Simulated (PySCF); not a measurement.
Simulation results for AlFHNSi, B₂H₄N₂, B₂H₄NSi

All values are calculated (PySCF 2.14.0). Calculation on a computer-drawn molecule: the log of a Hartree-Fock and frozen-core CCSD(T) single point meant for a local Hartree-Fock minimum, with one planted fault or none, to be diagnosed. Offsets are logged minus clean, where the clean run is the same molecule without the fault. The reference is restricted for singlets and unrestricted otherwise, and also for a bond in bohr or an excited solution. Adding or removing an electron swaps singlet and doublet. The excited solution moves the top pair (singlet) or top alpha electron (doublet) to the lowest empty orbital. Highest occupied and lowest empty are orbital energies over both spins, largest force is the largest gradient component, triples share is (T) over the correlation energy, the T1 limit is 0.02 restricted and 0.045 unrestricted, electrons count all cores, a negative frequency is imaginary (commonest isotopes), and the dipole is about the centre of nuclear charge.

Common to all runs: meant multiplicity 1; logged SCF converged yes; logged SCF stable within its kind yes; possible faults no fault, one electron removed, one electron added, multiplicity raised by two, geometry at a saddle point, SCF held on an excited solution, minimal basis STO-3G, one bond length entered in bohr, all coordinates scaled.

(1) 
```xyz
5
formula=AlFHNSi meant_charge=0 meant_basis=cc-pV(D+d)Z logged_electrons=43 logged_basis_functions=79 logged_spin_squared=0.7637 logged_highest_occupied=-15.998 logged_lowest_empty=-6.074 logged_largest_force=0.079019 logged_T1_diagnostic=0.026029 logged_D1_diagnostic=0.10913 logged_triples_share=0.031553 logged_CC_converged=yes logged_dipole_magnitude=4.6689 logged_energy_HF=-685.09072 logged_energy_CCSD(T)=-685.58564 planted_fault=one_electron_removed HF_energy_offset_from_clean_run=163.5 CCSD(T)_energy_offset_from_clean_run=183.2
F     -0.0013    -0.0467     2.1092
Si    -1.4622     0.1170     1.3601
N     -1.1248     1.1279     0.0744
Al    -0.7055     2.1197    -1.1547
H     -0.3912     3.0590    -2.3485
```

Units: logged_highest_occupied, logged_lowest_empty in eV; logged_largest_force in hartree/bohr; logged_dipole_magnitude in debye; logged_energy_HF, logged_energy_CCSD(T) in hartree; HF_energy_offset_from_clean_run, CCSD(T)_energy_offset_from_clean_run in kcal/mol.

Drawn bonds:
```tsv
atom	other atom	order
1	2	1
2	3	1
3	4	2
4	5	1
```

(2) 
```xyz
8
formula=B2H4N2 meant_charge=0 meant_basis=cc-pVDZ logged_electrons=28 logged_basis_functions=76 logged_spin_squared=1.0055 logged_highest_occupied=-7.8018 logged_lowest_empty=1.414 logged_largest_force=0.048401 logged_dipole_magnitude=2.9435 logged_energy_HF=-160.45994 planted_fault=one_bond_length_entered_in_bohr,row_3_of_the_drawn_bonds HF_energy_offset_from_clean_run=124.1
N     -1.3597    -0.8437     1.1150
B     -0.6529     0.0624     0.6706
B      0.3240     1.3118     0.0515
N      1.4786     1.0821    -2.2898
H     -1.9268    -1.5585     1.4850
H      0.5028     2.3224     0.6753
H      1.3865     0.2794    -2.8770
H      2.0568     1.7980    -2.6785
```

Units: logged_highest_occupied, logged_lowest_empty in eV; logged_largest_force in hartree/bohr; logged_dipole_magnitude in debye; logged_energy_HF in hartree; HF_energy_offset_from_clean_run in kcal/mol.

Drawn bonds:
```tsv
atom	other atom	order
1	2	2
2	3	1
3	4	1
1	5	1
3	6	1
4	7	1
4	8	1
```

Notes: coupled-cluster numbers left out as unreliable.

(3) 
```xyz
8
formula=B2H4NSi meant_charge=1 meant_basis=cc-pV(D+d)Z logged_electrons=34 logged_basis_functions=28 logged_spin_squared=0 logged_highest_occupied=-14.001 logged_lowest_empty=-2.68 logged_largest_force=0.05509 logged_T1_diagnostic=0.021471 logged_D1_diagnostic=0.068558 logged_triples_share=0.026563 logged_CC_converged=yes logged_dipole_magnitude=5.4082 logged_energy_HF=-390.17758 logged_energy_CCSD(T)=-390.41185 planted_fault=minimal_basis_STO-3G HF_energy_offset_from_clean_run=2882 CCSD(T)_energy_offset_from_clean_run=3019
N     -1.4029     0.3893     3.5953
B     -2.0846    -0.2859     2.8399
B     -2.8917    -1.2808     1.7594
Si    -1.7869    -2.6057     0.6956
H     -0.9130     0.9708     4.2295
H     -4.0661    -1.2760     1.5618
H     -1.5020    -3.9607     1.1802
H     -1.1953    -2.2729    -0.6048
```

Units: logged_highest_occupied, logged_lowest_empty in eV; logged_largest_force in hartree/bohr; logged_dipole_magnitude in debye; logged_energy_HF, logged_energy_CCSD(T) in hartree; HF_energy_offset_from_clean_run, CCSD(T)_energy_offset_from_clean_run in kcal/mol.

Drawn bonds:
```tsv
atom	other atom	order
1	2	2
2	3	1
3	4	1
1	5	1
3	6	1
4	7	1
4	8	1
```

Notes: T1 above single-reference limit.
